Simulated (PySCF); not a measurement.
- coordinates at the GFN2-xTB level
- NMR shieldings at PBE0/pcSseg-1/GIAO
- program: PySCF 2.14
- one computed conformer, rapidly exchanging positions averaged, no relativistic terms, isolated molecule

Shifts are taken against calculated references (same method and geometry level): TMS for ¹H and ¹³C. Shifts are as computed. Against solution values, carbons near 30 ppm lie about +3 ppm off and those near 130 ppm about +5 ppm. Of 1309 compounds with measured shifts, 239 miss one by over three times the rms of a fit or turn the order of signals round; such compounds aren't used in these exercises.

Problem. Order these molecules by the shift of their most shielded carbon-bound hydrogen, lowest δ first.
A. C=CO[Si@H](C)C=O
B. CC#C[SiH2]C#CC#CC=O
C. CO[SiH2]CC=C=O
D. CO[C@@H]1C=C[SiH2]O1

Solution. A (0.33 ppm, hydrogen on a methyl carbon bonded to Si), C (1.29 ppm, hydrogen on an allylic sp3 CH2 bonded to Si), B (2.16 ppm, hydrogen on a propargylic methyl carbon), D (3.73 ppm, hydrogen on a methyl carbon bonded to O).

Problem. Order these molecules by the shift of their most deshielded carbon, lowest δ first.
A. CO[C@@H]1C=C[SiH2]O1
B. C=CO[Si@H](C)C=O
C. CC#C[SiH2]C#CC#CC=O
D. O=C[C@@H]1C[C@@H]1O[SiH3]

Solution. A (159.7 ppm, alkene CH), C (181.1 ppm, aldehyde carbonyl carbon), D (204.0 ppm, aldehyde carbonyl carbon), B (250.8 ppm, carbonyl carbon).

Problem. How many ¹³C and ¹H signals does each give (equivalence by symmetry and fast rotation, but not about amide C–N or C=N bonds)? `C=CO[Si@H](C)C=O`, `O=C[C@@H]1C[C@@H]1O[SiH3]`, `CO[C@@H]1C=C[SiH2]O1`, `CO[SiH2]CC=C=O`, `CC#C[SiH2]C#CC#CC=O`

Solution. C=CO[Si@H](C)C=O: 4 C, 6 H; O=C[C@@H]1C[C@@H]1O[SiH3]: 4 C, 6 H; CO[C@@H]1C=C[SiH2]O1: 4 C, 6 H; CO[SiH2]CC=C=O: 4 C, 4 H; CC#C[SiH2]C#CC#CC=O: 8 C, 3 H.
